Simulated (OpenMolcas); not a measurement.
## Ag4+: moving or changing the point charges

Ag4+ among 8 point charges of -1.2 e arranged as a cube (Oh), 2.11 Å from the ion.

```
Program             : OpenMolcas 26.06
Method              : SS-CASPT2, IPEA 0.25 Eh, imaginary shift 0.1 Eh (closed shells correlated: 4s 4p)
Basis               : ANO-RCC-VDZP [6s5p3d1f]
Scalar Hamiltonian  : DKH2, point nucleus
Active space        : 7 electrons in 5 orbitals (4d)
State averaging     : 2S+1 = 4 even, 10 roots; 2S+1 = 2 even, 40 roots
Spin-orbit coupling : state interaction with AMFI integrals over the reference wave functions
```

Runs around this geometry, states (labels of O, the rotations of Oh). Energies in cm-1 above the lowest state or level, χT in cm3 K/mol.

```json
{"R (Å)": "2.11", "q (e)": "-0.96", "Ground state": "4A2", "First state of that spin": "4T2 2000", "First gap with spin-orbit (degeneracies)": "1420 (4, 4)", "χT at 300 K": "4.437", "First state of another spin": "2E 17320"}
{"R (Å)": "1.98", "q (e)": "-1.2", "Ground state": "4A2", "First state of that spin": "4T2 3250", "First gap with spin-orbit (degeneracies)": "2500 (4, 4)", "χT at 300 K": "4.082", "First state of another spin": "2E 17920"}
{"R (Å)": "2.11", "q (e)": "-1.2", "Ground state": "4A2", "First state of that spin": "4T2 2220", "First gap with spin-orbit (degeneracies)": "1700 (4, 4)", "χT at 300 K": "4.343", "First state of another spin": "2E 17580"}
{"R (Å)": "2.21", "q (e)": "-1.2", "Ground state": "4A2", "First state of that spin": "4T2 1840", "First gap with spin-orbit (degeneracies)": "1390 (4, 4)", "χT at 300 K": "4.457", "First state of another spin": "2E 17320"}
```

Taking the first state of the same spin as R^-n, n = -ln(1840 / 3250) / ln(2.21 / 1.98) = 5.2 between the shortest and longest distance.

Scaling the charges by -0.96 / -1.2 = 0.80 scales the first state of the same spin by 2000 / 2220 = 0.90; with fixed orbitals a first-order splitting would follow the charge.

Roots that are degenerate in the reference are averaged as groups; the widest CASPT2 spread within a group is 360 cm-1 (the 3-fold group of multiplicity 4 near 3250 cm-1 above the lowest state of its run, R = 1.98, q = -1.2). Shifts and gaps below about the spread of the groups concerned are not significant. Free-ion shares, where given, are those of the reference states; single-state CASPT2 does not remix them. Spin-orbit coupling mixes the spin-free states strongly: the lowest level takes only 58 % from its leading state, 4A2 (figures for R = 2.11, q = -0.96; the like holds for R = 1.98, q = -1.2, R = 2.11, q = -1.2, R = 2.21, q = -1.2). The ground term spreads over less than 5000 cm-1, several times less than with real ligands, so orbital moments are less quenched and χT lies further from the spin-only value than at real sites (holds for R = 2.11, q = -0.96; R = 2.11, q = -1.2; R = 2.21, q = -1.2). Point charges carry no covalency, so the field is a model and not that of real ligands. No measured value stands beside these numbers.
